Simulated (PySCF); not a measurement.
SMILES CO[Si](OC)(OC)OC (C4H12O4Si), GFN2-xTB optimised geometry.

```
21

C     -1.47    -1.01    -2.59
O     -1.39    -1.51    -1.28
Si    -0.65    -0.84     0.00
O      0.97    -0.84     0.00
C      1.83    -1.94     0.17
O     -1.09    -1.74     1.28
C     -2.39    -2.17     1.62
O     -1.10     0.72     0.00
C     -0.59     1.76     0.80
H     -0.48    -1.03    -3.07
H     -1.83     0.02    -2.58
H     -2.16    -1.64    -3.15
H      1.76    -2.62    -0.68
H      1.57    -2.49     1.08
H      2.85    -1.56     0.25
H     -2.85    -2.69     0.78
H     -3.01    -1.33     1.90
H     -2.29    -2.86     2.47
H     -1.02     2.69     0.44
H      0.50     1.80     0.73
H     -0.86     1.60     1.85
```

Density from PySCF with PBE/def2-SVP at that geometry.

Minimum of the electron density along straight lines between bonded atoms, close to the bond critical point (lines longer than 1.1 times the sum of covalent radii, or with two minima, are not listed):

| bond | length / Å | ρ at the minimum / e bohr⁻³ | ∇²ρ there / e bohr⁻⁵ | position (fraction from the first atom) |
|---|---|---|---|---|
| C1–O2 | 1.405 | 0.253 | -0.35 | 0.34 |
| O2–Si3 | 1.625 | 0.131 | 1.08 | 0.59 |
| Si3–O4 | 1.625 | 0.131 | 1.08 | 0.41 |
| O4–C5 | 1.405 | 0.253 | -0.35 | 0.66 |
| Si3–O6 | 1.625 | 0.131 | 1.08 | 0.41 |
| O6–C7 | 1.405 | 0.253 | -0.35 | 0.66 |
| Si3–O8 | 1.625 | 0.131 | 1.08 | 0.41 |
| O8–C9 | 1.405 | 0.253 | -0.35 | 0.66 |
| C1–H10 | 1.092 | 0.279 | -1.04 | 0.64 |
| C1–H11 | 1.090 | 0.281 | -1.06 | 0.64 |
| C1–H12 | 1.091 | 0.281 | -1.06 | 0.64 |
| C5–H13 | 1.092 | 0.279 | -1.04 | 0.64 |
| C5–H14 | 1.090 | 0.281 | -1.06 | 0.64 |
| C5–H15 | 1.091 | 0.281 | -1.06 | 0.64 |
| C7–H16 | 1.090 | 0.281 | -1.06 | 0.64 |
| C7–H17 | 1.092 | 0.279 | -1.04 | 0.64 |
| C7–H18 | 1.091 | 0.281 | -1.06 | 0.64 |
| C9–H19 | 1.091 | 0.281 | -1.06 | 0.64 |
| C9–H20 | 1.090 | 0.281 | -1.06 | 0.64 |
| C9–H21 | 1.092 | 0.279 | -1.04 | 0.64 |
